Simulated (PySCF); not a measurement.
Ge(F)(SH)3 (FGeH3S3), SMILES [SH][Ge]([SH])([SH])[F].

The structure is a stationary point at B3LYP-D3(BJ)/def2-SVP. This is a generated structure with no PubChem entry under its InChIKey; it may be hypothetical. Other conformers were not sampled.

The numbers are results of PySCF 2.14.0 with TDA-PBE/def2-SVPD, not measurements.

Vertical excitations. Gas-phase values at a fixed geometry.

Computed excitation energies, oscillator strengths and character:
```csv
state,energy (eV),λ (nm),f,main pairs
S1,4.51,275,0.012,HOMO→LUMO 98 %
S2,4.51,275,0.012,HOMO−1→LUMO 98 %
S3,4.61,269,0.006,HOMO−2→LUMO 99 %
S4,5.77,215,0.022,HOMO→LUMO+1 94 %
S5,5.77,215,0.022,HOMO−1→LUMO+1 94 %
S6,5.86,211,0.013,HOMO−2→LUMO+1 90 %
S7,6.04,205,0.006,"HOMO→LUMO+3 42 %, HOMO→LUMO+2 28 %, HOMO−1→LUMO+3 18 %"
S8,6.04,205,0.011,"HOMO→LUMO+3 35 %, HOMO−1→LUMO+2 30 %, HOMO−1→LUMO+3 14 %, HOMO→LUMO+2 12 %"
S9,6.04,205,0.005,"HOMO−1→LUMO+2 61 %, HOMO→LUMO+3 12 %"
S10,6.11,203,0.002,"HOMO−1→LUMO+3 53 %, HOMO→LUMO+2 41 %"
T1,4.17,298,0,HOMO→LUMO 99 %
T2,4.17,297,0,HOMO−1→LUMO 99 %
T3,4.27,291,0,HOMO−2→LUMO 99 %
T4,5.54,224,0,HOMO→LUMO+1 87 %
```
Triplets are in the Tamm–Dancoff approximation.
